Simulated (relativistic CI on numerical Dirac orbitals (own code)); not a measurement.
## Ba30+: sensitivity of the levels to the model

Base calculation: Dirac-Coulomb-Breit CI, KLI orbitals optimised for each configuration, model QED (radiative potential, 1s self-energy scaled to tabulated hydrogen-like ionisation energies), unscaled Slater integrals.

Configuration list (outside the closed core [Ne]): 3s2.3p6.3d8, 3s2.3p5.3d9, 3s2.3p4.3d10, 3s.3p6.3d9, 3p6.3d10, 3s.3p5.3d10, 3s2.3p6.3d7.4s, 3s2.3p6.3d7.4p, 3s2.3p6.3d7.4d, 3s2.3p4.3d9.4s, 3s2.3p5.3d8.4s, 3s2.3p6.3d7.4f, 3s2.3p4.3d9.4p, 3s2.3p5.3d8.4p, 3s2.3p4.3d9.4d, 3s.3p5.3d9.4s, 3s2.3p6.3d6.4s2, 3s.3p5.3d9.4p, 3s2.3p6.3d6.4s.4p, 3s2.3p5.3d8.4d, 3s.3p6.3d8.4s, 3s2.3p6.3d7.5s, 3s2.3p6.3d6.4p2, 3s.3p5.3d9.4d, 3s2.3p6.3d7.5p, 3s2.3p6.3d6.4s.4d, 3p6.3d9.4s, 3s.3p6.3d8.4p, 3s2.3p5.3d8.4f, 3s2.3p6.3d7.5d, 3s2.3p6.3d6.4p.4d, 3p6.3d9.4p, 3s2.3p5.3d7.4s2, 3s2.3p6.3d7.5f, 3s2.3p6.3d7.5g, 3s2.3p5.3d7.4s.4p. Levels of other configurations are missing.

The lowest level and the first level of each name with at least 55 % of one term (blank where a level has no safe partner in the second run):

| Level | Base (cm⁻¹) | Shift (cm⁻¹) |
| --- | --- | --- |
| 3s2.3p6.3d8 3F_4 | 0 | 0 |
| 3s2.3p6.3d8 3F_3 | 124004 | -62 |
| 3s2.3p6.3d8 3P_0 | 141652 | -572 |
| 3s2.3p6.3d8 3P_1 | 202467 | -79 |
| 3s2.3p6.3d8 1G_4 | 213634 | +278 |
| 3s2.3p6.3d8 1S_0 | 431094 | -1115 |
| 3s2.3p5.3d9 3F°_4 | 2096710 | -2900 |
| 3s2.3p5.3d9 1D°_2 | 2143855 | +1299 |
| 3s2.3p5.3d9 3D°_3 | 2219767 | +2406 |
| 3s2.3p5.3d9 3P°_1 | 2286052 | +8846 |
| 3s2.3p5.3d9 3D°_2 | 2312365 | +2913 |
| 3s2.3p5.3d9 3P°_0 | 2343840 | +4452 |
| 3s2.3p5.3d9 3D°_1 | 2369310 | +8475 |
| 3s2.3p5.3d9 3F°_2 | 2875276 | -949 |

At this charge energies of transitions that change n are usually good to better than 1 %, and those within a shell (Δn = 0) to a few per cent. Terms inside the open d or f shell come out 10 to 20 % too wide with unscaled integrals.

Problem. One thing was changed in a second run, which moved the levels as shown. Which?
A. QED terms removed
B. only the first 3 configurations
C. Breit term removed

Solution. B. Only the first 3 configurations. With fewer configurations the levels that remain lose their mixing partners.

LS names give the leading component of a level, which can be under half, so a name can repeat, a term be missing and a line seem to break the LS rules.
